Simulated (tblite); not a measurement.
Species: C5H9BFGa.
Numbering: `[BH2:1]/[CH:2]=[C:3](/[F:4])[CH2:5][GaH:6][CH:7]=[CH2:8]` (hydrogens: H9, H10 on B1; H11 on C2; H12, H13 on C5; H14 on Ga6; H15 on C7; H16, H17 on C8)

Computed with GFN2-xTB (tblite), gas phase: L-BFGS steps from a force-field or distance-geometry start until the largest atomic force falls under 0.01 eV/Å.

Geometry at step 150:
```
atom  x, y, z in Å
B1     -3.1404   -0.3011    1.0769
C2     -1.9856   -1.1180    0.4834
C3     -1.1293   -0.6405   -0.4345
F4     -0.0860   -1.4748   -0.8741
C5     -0.9246    0.6672   -1.0360
Ga6     1.1039    0.7877   -0.5236
C7      2.2724   -0.2203    0.7883
C8      3.4646    0.3424    0.9530
H9     -3.7932   -0.7423    1.9457
H10    -3.3808    0.7802    0.6908
H11    -1.7981   -2.1345    0.8161
H12    -0.9042    0.5890   -2.1337
H13    -1.6490    1.4134   -0.7179
H14     1.9524    1.9948   -1.1714
H15     2.0438   -1.1627    1.2743
H16     4.2437   -0.0438    1.5978
H17     3.7033    1.2753    0.4483
```

Q: What forces act on the atoms?

A: 
```csv
atom,Fx (eV/Å),Fy (eV/Å),Fz (eV/Å)
B1,0.045,-0.054,0.006
C2,0.015,0.192,0.030
C3,-0.148,-0.080,0.039
F4,0.007,0.050,0.060
C5,0.038,-0.034,-0.013
Ga6,0.068,-0.002,0.074
C7,0.113,0.065,-0.159
C8,-0.032,0.026,0.093
H9,0.074,-0.042,-0.082
H10,0.028,-0.075,-0.005
H11,-0.031,0.064,-0.060
H12,-0.051,0.034,0.081
H13,0.029,-0.051,-0.035
H14,-0.033,-0.039,-0.039
H15,-0.085,-0.003,0.064
H16,-0.035,-0.077,-0.017
H17,-0.002,0.026,-0.037
```

The largest, 0.21 eV/Å, acts on C7; the rms over all components is 0.065 eV/Å. The forces sum to zero within rounding, as they must for an isolated molecule in no field.

Q: Give the force on C7 in Eh/bohr and in nN.

A: 0.206 eV/Å ÷ 51.422 = 0.00400 Eh/bohr, and 0.206 eV/Å × 1.602 = 0.33 nN.

Q: How far is this geometry from the end of the optimisation?

A: 0.097 eV above it, and 0.652 Å rms away after alignment. The bonds farthest from their final lengths, with half the difference of the two atoms' forces along the bond (positive lengthens):

```tsv
bond	now (Å)	final (Å)	force along bond (eV/Å)
Ga6–H14	1.611	1.581	-0.02
C3–F4	1.406	1.431	+0.02
Ga6–C7	2.025	2.012	-0.08
C2=C3	1.343	1.337	-0.10
C7–H15	1.085	1.090	+0.10
B1–C2	1.534	1.529	-0.08
```

The angle farthest from its final value is C7–Ga6–H14, 109.2° against 117.6°.

Of the 3 listed bonds off by 0.010 Å or more, this force points towards the final length in 3.

What follows is the cost of the whole relaxation. Hardware: Arm Neoverse V2, one thread, shared host with 48 logical CPUs at a one-minute load of 6.5. Cost: 1.4 s.
